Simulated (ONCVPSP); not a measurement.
**Ranking ONCV potentials for Ir (Z = 77)**

All share these settings but for the change named:

```
Element                 : Ir (Z = 77)
Generator               : ONCVPSP 4.0.1
Type                    : optimised norm-conserving Vanderbilt (ONCV)
Functional              : PBEsol
Relativity              : fully relativistic
Frozen core             : [Kr] 4d10 4f14
Valence charge          : 17
Reference configuration : 5s2 5p6 5d7 6s1.75 6p0.25
Partial waves           : 5s+6s: rc 1.85 bohr, ncon 5, nbas 9, qcut 8.2 1/bohr, 3 projectors, debl 2.7 Ha; 5p+6p: rc 1.70 bohr, ncon 4, nbas 7, qcut 8.5 1/bohr, 2 projectors; 5d: rc 2.20 bohr, ncon 4, nbas 9, qcut 5.9 1/bohr, 1 projector
Local potential         : polynomial inside 1.70 bohr (lpopt 3, dvloc0 6 Ha)
Core correction         : polynomial model core, fcfact 0.35
```

Open shells are filled in proportion to 2j + 1.

Cutoff: the first of the cutoffs (Ha) at which the residual kinetic energy of the hardest occupied pseudo-wave falls to 1 and 0.1 mHa per electron; the density cutoff is not measured.

The base gives 23 Ha.

Of 5 variants that were run, those that failed, showed a ghost or another fault, or gave nearly equal values are left out.

A variant can come out equal or close to the base.

Problem. Rank these variants from softest to hardest (loose cutoff).
A. all radii but the core radius scaled by about 1.22 (s 2.26, p 2.08, d 2.70 bohr); local potential polynomial inside 2.08 bohr (lpopt 3, dvloc0 6 Ha)
B. all radii but the core radius scaled by about 0.92 (s 1.70, p 1.56, d 2.02 bohr); local potential polynomial inside 1.56 bohr (lpopt 3, dvloc0 6 Ha)
C. all radii but the core radius scaled by about 1.12 (s 2.08, p 1.90, d 2.48 bohr); local potential polynomial inside 1.90 bohr (lpopt 3, dvloc0 6 Ha)
D. all radii but the core radius scaled by about 0.82 (s 1.52, p 1.40, d 1.80 bohr); local potential polynomial inside 1.40 bohr (lpopt 3, dvloc0 6 Ha)

Solution. A (17 Ha), C (19 Ha), B (26 Ha), D (30 Ha).
